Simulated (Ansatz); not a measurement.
Basis-set extrapolation for C2H5BO2 (`COBC=O`) (PBE0-D4/def2-TZVP geometry, frozen core, the Gaussian-basis code of Ansatz). Multiplicity 1, RHF reference.

```json
{"": "HF", "def2-TZVPP": "-253.175642", "def2-QZVPP": "-253.187646"}
{"": "MP2 correlation", "def2-TZVPP": "-0.887453", "def2-QZVPP": "-0.952338"}
{"": "CCSD(T) correlation", "def2-TZVPP": "-0.954748", "def2-QZVPP": "not run"}
```

Energies in hartree. Use E(X) = E(∞) + A·exp(−7.88·√X) for Hartree–Fock and E(X) = E(∞) + B·X^(−2.97) for correlation, with X = 3 and 4, and add CCSD(T) minus MP2 of the smaller set to the MP2 limit.

**Question.** What is the CCSD(T) energy at the basis-set limit?

**Answer.** HF limit: -253.187646 + (-0.012004) × 0.13774 = -253.18930. MP2 limit: -0.952338 + (-0.064885) × 0.74074 = -1.00040. Higher-order term: -0.954748 − (-0.887453) = -0.06729. Total: -254.25699 hartree, 332.4 kJ/mol below CCSD(T)/def2-TZVPP.
